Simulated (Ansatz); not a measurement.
CH4Si3, SMILES `C=[si]1[siH][siH]1` (charge 0, multiplicity 1).

The numbers are results of frozen-core CCSDT(Q)/6-31g // B3LYP-D3(BJ)/def2-TZVP (Ansatz, a quantum-chemistry and plane-wave program), not measurements.

Ansatz 0.2 input:
```yaml
crystal:
  periodic: [false, false, false]
  atoms:
    - { symbol: C, position_ang: [2.101252, -0.27258, 0.008071] }
    - { symbol: Si, position_ang: [0.413312, -0.053052, 0.002431] }
    - { symbol: Si, position_ang: [-1.68394, -0.698013, 0.559645] }
    - { symbol: Si, position_ang: [-1.445694, 1.105252, -0.569744] }
    - { symbol: H, position_ang: [2.764374, 0.432082, -0.47538] }
    - { symbol: H, position_ang: [2.558882, -1.122743, 0.495716] }
    - { symbol: H, position_ang: [-2.612984, -1.655773, 1.215199] }
    - { symbol: H, position_ang: [-2.095201, 2.264825, -1.235937] }
basis:
  gaussian: { orbitals: "6-31g" }
correlation:
  method: ccsdt_q
```

Output:

```
Functional definition: HF
1208 factors; integrals over basis functions are off by at most 1.0e-7 eV
mean field evaluation 1: about -24668.8323 eV, gradient 2.8e1 eV
mean field evaluation 2: about -24668.8355 eV, gradient 2.8e1 eV
mean field evaluation 4: about -24671.6386 eV, gradient 2.5e0 eV
mean field evaluation 8: about -24671.6966 eV, gradient 2.2e-2 eV
mean field evaluation 16: about -24671.6352 eV, gradient 2.5e0 eV
mean field evaluation 32: about -24654.5594 eV, gradient 3.4e1 eV
mean field -24671.69624762 eV, -906.6681140237 hartree, gradient 1.2e-6 eV, S^2 0.000000; 1 other end points of the search recorded, 0 dependent functions left out; unrestricted orbitals would lower it
16 core orbitals not correlated
reference -24671.69624762 eV, -906.6681140237 hartree; 10, 10 occupied and 30, 30 virtual orbitals, 1208 factors
second order -7.00184907 eV of doubles, -0.00000000 eV of singles
cycle   1  -7.57981792 eV  change   -5.8e-1 eV  update   1.2e-1
cycle   2  -8.14575888 eV  change   -5.7e-1 eV  update   5.8e-2
cycle   3  -8.44626334 eV  change   -3.0e-1 eV  update   3.0e-2
cycle   4  -8.43593114 eV  change    1.0e-2 eV  update   1.1e-2
cycle   5  -8.43770264 eV  change   -1.8e-3 eV  update   6.0e-3
cycle   6  -8.44180088 eV  change   -4.1e-3 eV  update   2.4e-3
cycle   7  -8.44192283 eV  change   -1.2e-4 eV  update   1.2e-3
cycle   8  -8.44114430 eV  change    7.8e-4 eV  update   3.9e-4
cycle   9  -8.44128340 eV  change   -1.4e-4 eV  update   1.8e-4
cycle  10  -8.44133427 eV  change   -5.1e-5 eV  update   6.3e-5
cycle  11  -8.44127467 eV  change    6.0e-5 eV  update   2.8e-5
cycle  12  -8.44128894 eV  change   -1.4e-5 eV  update   1.3e-5
cycle  13  -8.44128511 eV  change    3.8e-6 eV  update   5.0e-6
cycle  14  -8.44128621 eV  change   -1.1e-6 eV  update   2.1e-6
cycle  15  -8.44128824 eV  change   -2.0e-6 eV  update   1.0e-6
cycle  16  -8.44128924 eV  change   -1.0e-6 eV  update   4.1e-7
perturbative correction -0.03452066 eV, -0.0012686109 hartree
Total energy: -24680.17205752 eV, -906.9795942924 hartree
```
